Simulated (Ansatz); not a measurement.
`C[Si@H]1O[C@@H]1N` → `[CH2]` (triplet) + `NC1O[SiH2]1` at 500 K and 1 bar (formal loss of a carbene).

Calculated with Ansatz (gas phase, PBE0-D4/def2-TZVP geometries, no zero-point term in ΔE). CCSD(T)/CBS adds triple-zeta CCSD(T) − MP2 to the extrapolated MP2 energy (def2 sets, frozen cores). This one scheme is used for every species. Triplets are unrestricted, without spin–orbit coupling. One conformer a species, not always the lowest.

| species | CCSD(T)/CBS energy (Eh) | H − E (kJ/mol) | S (J/(mol·K)) |
| --- | --- | --- | --- |
| `C[Si@H]1O[C@@H]1N` | -499.26812 | 292.3 | 400.7 |
| `[CH2]` (triplet) | -39.09499 | 62.7 | 213.9 |
| `NC1O[SiH2]1` | -459.98718 | 205.6 | 344.2 |

H − E and S are ideal-gas, rigid-rotor, harmonic terms from PBE0-D4/def2-TZVP, for one conformer and one mirror image of each species, with the whole ground term of open shells counted as degenerate. 1 Eh = 2625.50 kJ/mol, R = 8.31446 J/(mol·K).

Question: By hand: ΔE, ΔH, ΔS and ΔG.

Answer: ΔE = (-39.09499) + (-459.98718) − (-499.26812) = 0.18595 Eh = 488.2 kJ/mol. Δ(H − E) = 62.7 + 205.6 − 292.3 = -24.0, so ΔH = 464.2 kJ/mol. ΔS = 213.9 + 344.2 − 400.7 = 157.4 J/(mol·K). ΔG = 464.2 − 500 × (157.4)/1000 = 385.5 kJ/mol.

Question: By hand: the equilibrium constant, and the temperature at which ΔG would vanish if ΔH and ΔS stayed fixed.

Answer: log₁₀ K = −ΔG/(RT ln 10) = -40.3. ΔG = 0 at ΔH/ΔS = 2949 K, far beyond where these terms or the molecules hold.

The number of gas molecules changes by +1, which sets the sign of ΔS. A doubt of 5 kJ/mol in ΔE shifts log₁₀ K by 0.5 here. Other conformers and mirror images would add mixing entropy, several J/(mol·K) or more a flexible species. A triplet takes part, so the spin changes. These are equilibria of isolated gas molecules and say nothing of rates. Largest T1 diagnostic: 0.014 (customary marks: 0.02 for closed shells, 0.045 for open ones).
